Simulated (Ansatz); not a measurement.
`[SiH3][SiH2][N]1[CH2][AlH]1` + `[NH2][AlH2]` → `[AlH2][NH][SiH2][SiH3]` + `[CH2]1[NH][AlH]1`  (ligand exchange at the Si–N bond)

Isolated molecules relaxed with PBE0-D4/def2-TZVP in Ansatz; ΔE leaves out vibrations. CCSD(T)/CBS is the MP2 limit (def2-TZVPP, def2-QZVPP) plus CCSD(T) − MP2 in def2-TZVPP, frozen cores. This one scheme is used for every species. One conformer a species, not always the lowest.

```tsv
species	CCSD(T)/CBS(def2) energy (Eh)
`[SiH3][SiH2][N]1[CH2][AlH]1`	-917.70805
`[NH2][AlH2]`	-299.14566
`[AlH2][NH][SiH2][SiH3]`	-879.72437
`[CH2]1[NH][AlH]1`	-337.12157
```

Q: Work out ΔE.

A: ΔE = (-879.72437) + (-337.12157) − (-917.70805) − (-299.14566) = 0.00777 Eh = +4.9 kcal/mol.

Largest T1 diagnostic among the species: 0.015.

The D4 term adds +0.8 kcal/mol with B3LYP and +0.5 kcal/mol with PBE0; it sums over pairs of atoms, weighted by their polarisabilities, and B3LYP, whose exchange is more repulsive, gets the larger term.

B3LYP here is the variant with VWN-RPA as its local correlation; programs differ in this.
